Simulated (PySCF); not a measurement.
Record of a relaxation.

Species: C₂H₇AlFN.
Numbering: `[CH3:1][N:2]([CH3:3])[AlH:4][F:5]` (hydrogens: H6, H7, H8 on C1; H9, H10, H11 on C3; H12 on Al4)

Computed by this run: PBE0-D3(BJ)/def2-SVP geometry optimisation, gas phase (PySCF); density fitting, grid level 1; the optimiser is geomeTRIC in internal coordinates, started from a GFN2-xTB structure with every atom displaced at random (about 0.01 Å). 6 of its 16 geometries are shown. The frame can shift and turn from step to step; on so coarse a grid that alone can change the energy by a few meV, and forces under 0.02 eV/Å are noise.

Step 0: E = -12977.3502 eV, largest atomic force 2.666 eV/Å
```
atom  x, y, z in Å  |  force x, y, z in eV/Å
C1     -0.834   -1.113   -0.003   -0.451   1.871  -0.633
N2      0.050    0.036   -0.005    1.013   0.161  -0.088
C3     -0.645    1.321    0.031    1.672  -0.896   1.253
Al4     1.851   -0.277   -0.050   -2.662  -0.132   0.054
F5      2.965    0.893   -0.061    1.040   1.382  -0.005
H6     -1.520   -1.057   -0.883    0.143  -0.313   0.206
H7     -0.256   -2.009   -0.041    0.463  -1.196  -0.041
H8     -1.461   -1.096    0.890   -0.335  -0.268   0.457
H9     -1.278    1.458   -0.814   -0.929   0.206  -1.179
H10    -1.243    1.411    0.952   -0.206   0.074   0.065
H11     0.111    2.118    0.052   -0.104   0.197  -0.066
H12     2.298   -1.714   -0.077    0.356  -1.086  -0.021
```

Step 3: E = -12977.5899 eV, largest atomic force 0.154 eV/Å
```
atom  x, y, z in Å  |  force x, y, z in eV/Å
C1     -0.980   -1.000   -0.076   -0.055   0.109  -0.048
N2      0.066   -0.007   -0.030    0.008  -0.135   0.074
C3     -0.415    1.351   -0.085    0.029   0.005  -0.007
Al4     1.762   -0.480    0.185    0.002   0.103   0.003
F5      2.890    0.746    0.292   -0.015  -0.024  -0.011
H6     -1.588   -0.911   -0.998   -0.001  -0.011   0.009
H7     -0.567   -2.021   -0.055    0.048  -0.006   0.010
H8     -1.677   -0.910    0.781   -0.021   0.004   0.001
H9     -1.005    1.539   -1.002   -0.009   0.000  -0.029
H10    -1.070    1.597    0.775    0.005  -0.016  -0.004
H11     0.426    2.062   -0.079   -0.008  -0.015   0.018
H12     2.195   -1.988    0.285    0.016  -0.015  -0.015
```

Step 6: E = -12977.5945 eV, largest atomic force 0.073 eV/Å
```
atom  x, y, z in Å  |  force x, y, z in eV/Å
C1     -0.992   -1.014   -0.073    0.009  -0.016   0.009
N2      0.059   -0.031    0.000   -0.008   0.042   0.009
C3     -0.416    1.331   -0.076    0.007  -0.016   0.004
Al4     1.771   -0.448    0.186   -0.030  -0.062  -0.023
F5      2.847    0.820    0.278    0.040   0.050   0.005
H6     -1.566   -0.935   -1.017    0.004  -0.008  -0.009
H7     -0.579   -2.034   -0.021   -0.014  -0.002   0.000
H8     -1.720   -0.907    0.756    0.012  -0.003  -0.003
H9     -0.966    1.520   -1.018   -0.003   0.005   0.003
H10    -1.103    1.575    0.758   -0.013  -0.002  -0.004
H11     0.426    2.038   -0.031    0.000   0.003   0.001
H12     2.275   -1.938    0.252   -0.004   0.009   0.007
```

Step 9: E = -12977.5956 eV, largest atomic force 0.075 eV/Å
```
atom  x, y, z in Å  |  force x, y, z in eV/Å
C1     -0.961   -1.041   -0.072    0.002  -0.008  -0.008
N2      0.059   -0.027    0.008    0.013   0.000  -0.009
C3     -0.454    1.319   -0.065   -0.021   0.009  -0.004
Al4     1.784   -0.400    0.170    0.036   0.059   0.020
F5      2.834    0.898    0.234   -0.049  -0.056  -0.008
H6     -1.522   -0.990   -1.027   -0.005   0.004   0.008
H7     -0.525   -2.050   -0.003    0.015   0.004   0.001
H8     -1.703   -0.946    0.745   -0.008   0.001   0.002
H9     -0.986    1.508   -1.019    0.003  -0.006   0.001
H10    -1.174    1.530    0.751    0.011  -0.004   0.005
H11     0.364    2.051    0.012   -0.003   0.000  -0.001
H12     2.322   -1.875    0.260    0.005  -0.004  -0.007
```

Step 12: E = -12977.5966 eV, largest atomic force 0.042 eV/Å
```
atom  x, y, z in Å  |  force x, y, z in eV/Å
C1     -0.912   -1.077   -0.065   -0.006   0.015   0.008
N2      0.061   -0.017    0.009   -0.008  -0.025  -0.009
C3     -0.515    1.304   -0.056    0.017   0.000   0.002
Al4     1.799   -0.331    0.152   -0.019  -0.018   0.001
F5      2.806    0.997    0.193    0.026   0.033   0.003
H6     -1.480   -1.054   -1.016    0.001  -0.001  -0.001
H7     -0.426   -2.064    0.006   -0.005  -0.005  -0.004
H8     -1.655   -1.015    0.755    0.007  -0.005   0.003
H9     -1.058    1.471   -1.007   -0.010  -0.001   0.002
H10    -1.237    1.477    0.765   -0.004   0.005   0.002
H11     0.268    2.074    0.020    0.000  -0.001  -0.004
H12     2.384   -1.789    0.237    0.001   0.003  -0.002
```

Step 15: E = -12977.5973 eV, largest atomic force under 0.02 eV/Å
```
atom  x, y, z in Å  |  force x, y, z in eV/Å
C1     -0.882   -1.105   -0.049    0.001  -0.003   0.001
N2      0.062   -0.017    0.002   -0.001  -0.001   0.000
C3     -0.553    1.286   -0.049    0.000   0.002   0.003
Al4     1.811   -0.275    0.122   -0.005  -0.009  -0.006
F5      2.776    1.085    0.162    0.005   0.005  -0.005
H6     -1.481   -1.090   -0.981   -0.001   0.000   0.002
H7     -0.366   -2.078   -0.005   -0.002   0.002   0.001
H8     -1.598   -1.072    0.796    0.001   0.001   0.002
H9     -1.141    1.428   -0.978    0.002   0.002   0.001
H10    -1.246    1.448    0.800    0.000  -0.001   0.000
H11     0.210    2.078   -0.013    0.001   0.001   0.000
H12     2.446   -1.713    0.187    0.001   0.001   0.001
```

Problem. Summarise the path.

Solution. The energy falls by 0.2470 eV from step 0 to step 15; nine tenths of that is first reached at step 2. It falls at every step. The largest force goes from 2.666 to under 0.02 eV/Å. Among the bonds Al4–H12 changes most, from 1.505 to 1.573 Å; the atoms move by 0.113 Å rms after alignment.

What follows is the cost of the whole optimisation. Hardware: one thread, Arm Neoverse V1 (aarch64) (shared host). Cost: 64 s wall, 0.46 GiB resident at most.
